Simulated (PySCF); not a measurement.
# Relaxation of singlet ScSBr

All numbers come from PBE0/[Sc def2-TZVP, S def2-TZVP, Br def2-TZVP], no relativity, density fitting, PySCF. A (50,194) grid was used.

A hand-made linear start, of C∞v symmetry, held to at least that symmetry:

```xyz
3
charge 0 multiplicity 1, angstrom
Sc    0.0000    0.0000   -0.8959
S     0.0000    0.0000   -2.9959
Br    0.0000    0.0000    1.7241
```

Problem. What forces act on the atoms at the start (eV/Å)?

Solution. 
```
atom    Fx    Fy     Fz
 Sc1  0.00  0.00   1.82
  S2  0.00  0.00  -1.18
 Br3  0.00  0.00  -0.65
```

Problem. What does it relax to?

Solution. It ends at C∞v with Sc–Br 2.527 Å, Sc–S 2.151 Å; Br–Sc–S 180.0° (after a last refinement on a finer grid). A frequency run shows 2 imaginary modes (one degenerate set), down to 71i cm⁻¹, so it is a higher-order saddle point. Other isomers or separated fragments may lie lower.

Problem. How much energy is released, and in how many steps?

Solution. 6.0 kJ/mol in 4 steps.
